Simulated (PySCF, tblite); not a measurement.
Species: C6H7B.
Bonds: B1–C2, C2–C3 (double), C3–C4, C4–C5 (double), C5–C6, C6–C7 (double), B1–C7. Hydrogens: H8 on B1; H9 on C2; H10 on C3; H11 on C4; H12 on C5; H13 on C6; H14 on C7.

Computed with GFN2-xTB (tblite), gas phase: Langevin dynamics at 300 K from the optimised GFN2-xTB geometry, time step 0.5 fs, friction 0.01 fs⁻¹, 2000 steps. Over the second half of the run the saved frames average 311 K.

Frame at 250 fs, instantaneous temperature 279 K:
```
atom  x, y, z in Å
B1      0.860    0.993   -0.223
C2      1.702   -0.310   -0.063
C3      1.269   -1.629    0.069
C4     -0.118   -1.991    0.095
C5     -1.268   -1.225    0.237
C6     -1.568    0.097    0.270
C7     -0.706    1.133    0.064
H8      1.504    1.970   -0.474
H9      2.764    0.005   -0.122
H10     2.034   -2.406    0.057
H11    -0.336   -3.063    0.069
H12    -2.205   -1.802    0.353
H13    -2.642    0.332    0.268
H14    -1.229    2.092    0.015
```

Frame at 425 fs, instantaneous temperature 422 K:
```
atom  x, y, z in Å
B1      0.802    0.912   -0.143
C2      1.667   -0.265   -0.490
C3      1.432   -1.567   -0.255
C4      0.324   -2.092    0.408
C5     -0.896   -1.544    0.676
C6     -1.383   -0.224    0.568
C7     -0.650    0.849    0.279
H8      1.196    2.013   -0.148
H9      2.599   -0.011   -0.905
H10     2.216   -2.266   -0.443
H11     0.349   -3.128    0.751
H12    -1.584   -2.209    1.161
H13    -2.457   -0.016    0.893
H14    -1.240    1.820    0.527
```

Frame at 625 fs, instantaneous temperature 302 K:
```
atom  x, y, z in Å
B1      0.753    1.198   -0.249
C2      1.806    0.070   -0.128
C3      1.680   -1.183    0.312
C4      0.581   -1.882    0.859
C5     -0.700   -1.533    1.019
C6     -1.253   -0.243    0.710
C7     -0.730    0.899    0.159
H8      1.220    2.278   -0.508
H9      2.748    0.255   -0.570
H10     2.584   -1.812    0.394
H11     0.810   -2.882    1.223
H12    -1.396   -2.302    1.437
H13    -2.325   -0.175    0.955
H14    -1.387    1.794   -0.001
```

Frame at 800 fs, instantaneous temperature 356 K:
```
atom  x, y, z in Å
B1      0.982    1.061   -0.235
C2      1.895   -0.115    0.047
C3      1.710   -1.315    0.686
C4      0.605   -1.859    1.347
C5     -0.640   -1.360    1.244
C6     -1.074   -0.128    0.760
C7     -0.474    0.963    0.184
H8      1.450    1.962   -0.871
H9      2.948    0.125   -0.213
H10     2.610   -1.885    0.831
H11     0.822   -2.799    1.732
H12    -1.388   -1.985    1.757
H13    -2.245   -0.113    0.789
H14    -1.165    1.819    0.181
```

Frame at 1000 fs, instantaneous temperature 298 K:
```
atom  x, y, z in Å
B1      1.025    1.181    0.279
C2      1.978   -0.028    0.531
C3      1.758   -1.382    0.783
C4      0.480   -2.028    0.951
C5     -0.786   -1.509    0.911
C6     -1.156   -0.180    0.564
C7     -0.475    0.935    0.276
H8      1.414    2.288    0.160
H9      3.061    0.208    0.486
H10     2.653   -1.900    0.875
H11     0.598   -2.988    1.362
H12    -1.650   -2.137    1.168
H13    -2.271   -0.024    0.821
H14    -1.127    1.847    0.286
```

**Question.** What do single points at PBE0/pcSseg-1 (PySCF, gas phase) give on these frames?

**Answer.** 
```json
{"t (fs)": "250", "GFN2-xTB E above start (eV)": "0.55", "DFT E above lowest frame (eV)": "0.17", "HOMO (eV)": "-6.92", "LUMO (eV)": "-2.10", "dipole (D)": "1.96"}
{"t (fs)": "425", "GFN2-xTB E above start (eV)": "0.42", "DFT E above lowest frame (eV)": "0.11", "HOMO (eV)": "-7.14", "LUMO (eV)": "-1.89", "dipole (D)": "2.11"}
{"t (fs)": "625", "GFN2-xTB E above start (eV)": "0.36", "DFT E above lowest frame (eV)": "0.00", "HOMO (eV)": "-7.20", "LUMO (eV)": "-1.89", "dipole (D)": "1.98"}
{"t (fs)": "800", "GFN2-xTB E above start (eV)": "0.54", "DFT E above lowest frame (eV)": "0.22", "HOMO (eV)": "-7.25", "LUMO (eV)": "-2.09", "dipole (D)": "2.27"}
{"t (fs)": "1000", "GFN2-xTB E above start (eV)": "0.51", "DFT E above lowest frame (eV)": "0.17", "HOMO (eV)": "-7.19", "LUMO (eV)": "-1.99", "dipole (D)": "2.05"}
```

The two levels order the frames alike by energy but for pairs within 0.08 eV at one level; measured from each level's lowest frame they differ by 0.05 eV at most. The HOMO–LUMO gap runs from 4.82 to 5.31 eV. These are instantaneous structures, not minima.

**Question.** And the isotropic GIAO shieldings (ppm) from the same runs?

**Answer.** 
| atom | 250 fs | 425 fs | 625 fs | 800 fs | 1000 fs | mean | range |
| --- | --- | --- | --- | --- | --- | --- | --- |
| B1 | 51.3 | 55.5 | 50.3 | 57.2 | 54.0 | 53.7 | 6.9 |
| C2 | 12.4 | 31.6 | 28.7 | 19.2 | 12.6 | 20.9 | 19.2 |
| C3 | 29.4 | 38.3 | 38.8 | 32.2 | 26.8 | 33.1 | 12.0 |
| C4 | 42.4 | 45.9 | 43.4 | 45.5 | 44.8 | 44.4 | 3.5 |
| C5 | 45.6 | 43.4 | 43.0 | 47.2 | 40.5 | 43.9 | 6.7 |
| C6 | 33.1 | 29.4 | 32.0 | 30.1 | 28.6 | 30.6 | 4.5 |
| C7 | 11.7 | 15.8 | 21.9 | 22.9 | 23.7 | 19.2 | 12.0 |
| H8 | 24.7 | 25.3 | 24.5 | 24.9 | 25.0 | 24.9 | 0.8 |
| H9 | 21.6 | 23.4 | 23.6 | 22.4 | 22.6 | 22.7 | 2.0 |
| H10 | 22.9 | 23.7 | 23.4 | 23.6 | 23.3 | 23.4 | 0.8 |
| H11 | 23.8 | 24.0 | 24.1 | 24.3 | 24.5 | 24.1 | 0.7 |
| H12 | 23.7 | 24.3 | 23.4 | 23.7 | 23.5 | 23.7 | 0.9 |
| H13 | 23.1 | 22.7 | 23.3 | 22.3 | 22.7 | 22.8 | 1.0 |
| H14 | 22.7 | 22.3 | 22.1 | 23.0 | 22.7 | 22.6 | 0.9 |

What follows is the cost of the whole dynamics run. On one thread, Arm Neoverse V2 (aarch64), no GPU, shared host with 96 logical CPUs at a one-minute load of 62, this took 7.5 s and 0.19 GiB of memory at its peak.
